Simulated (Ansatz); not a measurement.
`[CH3][Al]([OH])[SiH2]O` + `BC(=C)S` → `BC(=C)SC` + `[OH][AlH][SiH2]O`  (substitution at a C–Al bond)

Computed with Ansatz on PBE0-D4/def2-TZVP structures; ΔE is electronic, products minus reactants. CBS: MP2 limit from def2 TZ/QZ plus the TZ coupled-cluster correction, frozen cores. Functionals use def2-TZVPP. B3LYP here is the variant with VWN-RPA as its local correlation; programs differ in this. One conformer a species, not always the lowest.

| level | ΔE (kJ/mol) | difference from CCSD(T)/CBS |
| --- | --- | --- |
| PBE-D4 | 52.9 | -1.7 |
| r2SCAN-D4 | 56.8 | 2.2 |
| PBE0-D4 | 53.7 | -0.9 |
| B3LYP-D4 | 53.6 | -1.0 |
| ωB97X-V | 52.2 | -2.4 |
| ωB97M-V | 56.0 | 1.4 |
| B2PLYP | 55.8 | 1.2 |
| PBE | 54.9 | 0.3 |
| PBE0 | 55.4 | 0.8 |
| B3LYP | 56.9 | 2.3 |
| MP2/def2-TZVPP | 54.8 | 0.2 |
| CCSD(T)/def2-TZVPP | 55.6 | 1.0 |
| HF/def2-QZVPP | 52.7 | -1.9 |
| MP2/def2-QZVPP | 54.2 | -0.4 |
| HF/CBS(def2) | 52.6 | -2.0 |
| MP2/CBS(def2) | 53.8 | -0.8 |
| CCSD(T)/CBS | 54.6 | 0 |

Largest T1 diagnostic among the species: 0.013.

The D4 term adds −3.4 kJ/mol with B3LYP and −1.7 kJ/mol with PBE0; it sums over pairs of atoms, weighted by their polarisabilities, and B3LYP, whose exchange is more repulsive, gets the larger term.
